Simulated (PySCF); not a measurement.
B(F)2(Et) (C2H5BF2), SMILES CCB(F)F. Geometry optimised at PBE-D3(BJ)/def2-SVP. The values are those of a single conformer.

Computed equilibrium geometry at PBE-D3(BJ)/def2-SVP (PySCF confirms it by a frequency run) as bond lengths and angles, and its point group (one conformer of several):
point group Cs.
Atoms: B1 F2 F3 C4 C5 H6 H7 H8 H9 H10. Bonded distances (Å): B1–F2 1.335, B1–F3 1.336, B1–C4 1.568, C4–C5 1.532, C4–H6 1.114, C4–H7 1.114, C5–H8 1.109, C5–H9 1.109, C5–H10 1.108. Bond angles (°): F2–B1–F3 115.9, F2–B1–C4 122.6, F3–B1–C4 121.5, B1–C4–C5 116.0, B1–C4–H6 106.9, B1–C4–H7 106.9, C5–C4–H6 111.3, C5–C4–H7 111.3, H6–C4–H7 103.5, C4–C5–H8 111.4, C4–C5–H9 111.4, C4–C5–H10 111.9, H8–C5–H9 106.9, H8–C5–H10 107.5, H9–C5–H10 107.5.
